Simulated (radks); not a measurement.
Values are calculated unless marked as measured or tabulated.
Q: Ionisation of the potassium ion K+, [Ar], to K2+, [Ne] 3s2 3p5, under several functionals. Non-relativistic Kohn-Sham, spin-unpolarised, spherical densities, point nucleus; a radial shooting solver on a logarithmic mesh with Libxc functionals. Known Delta-SCF values: LDA (Slater exchange, Perdew-Zunger correlation) 32.016 eV; exchange-only LDA 30.472 eV. What does PBEsol give, and what is its highest occupied eigenvalue?

A: 31.882 eV by Delta-SCF; the 3p eigenvalue is -24.842 eV. NIST: 31.625 eV (measured).

Beside tabulated values, note that spin-unpolarised runs miss the spin-polarisation part of the exchange energy of open shells.
